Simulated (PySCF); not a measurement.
Cartesian coordinates in Å; atom numbers follow the order of the lines, from 1:
```xyz
28

C    -2.942    1.014   -0.933
C    -1.478    0.985   -0.525
C    -1.055   -0.139    0.435
C    -1.443   -1.516   -0.116
C    -1.668    0.061    1.817
N     0.394   -0.018    0.622
N     1.152   -0.283   -0.514
C     2.374    0.450   -0.546
C     3.594    0.009    0.223
C     3.541   -0.120   -1.277
H    -3.618    1.079   -0.066
H    -3.229    0.122   -1.512
H    -3.147    1.889   -1.569
H    -0.840    0.893   -1.419
H    -1.198    1.938   -0.046
H    -2.534   -1.641   -0.179
H    -1.057   -2.315    0.540
H    -1.027   -1.664   -1.125
H    -1.335   -0.727    2.513
H    -1.365    1.034    2.231
H    -2.766    0.020    1.778
H     0.692   -0.573    1.428
H     1.322   -1.279   -0.668
H     2.207    1.530   -0.620
H     4.247    0.768    0.663
H     3.518   -0.913    0.808
H     3.435   -1.125   -1.698
H     4.151    0.549   -1.890
```

Geometry: PBE0-D3(BJ)/def2-SVP; GIAO absolute shieldings from PySCF, gas phase, non-relativistic, averaged over equivalent atoms.

At PBE0/pcSseg-1 (260 basis functions, 110 s wall time on 1 thread of an Arm Neoverse N1, shared host):
| atoms | σ (ppm) |
| --- | --- |
| C3 | 130.2 |
| C8 | 149.4 |
| C2 | 151.9 |
| C4/C5 | 159.3 |
| C1 | 173.3 |
| C9/C10 | 179.7 |
| N6 | 142.0 |
| N7 | 168.1 |
| H24 | 29.04 |
| H22 | 29.30 |
| H14/H15 | 29.60 |
| H23 | 30.38 |
| H16/H17/H18/H19/H20/H21 | 30.40 |
| H11/H12/H13 | 30.42 |
| H25/H28 | 30.85 |
| H26/H27 | 31.27 |

What do these become at CAM-B3LYP/pcSseg-1?

Answers


| atoms | σ at CAM-B3LYP/pcSseg-1 | change |
| --- | --- | --- |
| C3 | 127.9 | -2.3 |
| C8 | 147.3 | -2.1 |
| C2 | 149.4 | -2.5 |
| C4/C5 | 156.7 | -2.6 |
| C1 | 171.6 | -1.7 |
| C9/C10 | 177.9 | -1.8 |
| N6 | 140.7 | -1.3 |
| N7 | 167.6 | -0.5 |
| H24 | 29.10 | +0.06 |
| H22 | 29.42 | +0.12 |
| H14/H15 | 29.66 | +0.06 |
| H23 | 30.53 | +0.15 |
| H16/H17/H18/H19/H20/H21 | 30.45 | +0.05 |
| H11/H12/H13 | 30.47 | +0.05 |
| H25/H28 | 30.91 | +0.06 |
| H26/H27 | 31.32 | +0.05 |

The largest change is at C4/C5 (methyl carbon). Cost: 260 basis functions, 2.4 min wall time on 1 thread of an Arm Neoverse N1, shared host. The order of the carbon signals is the same at both levels.
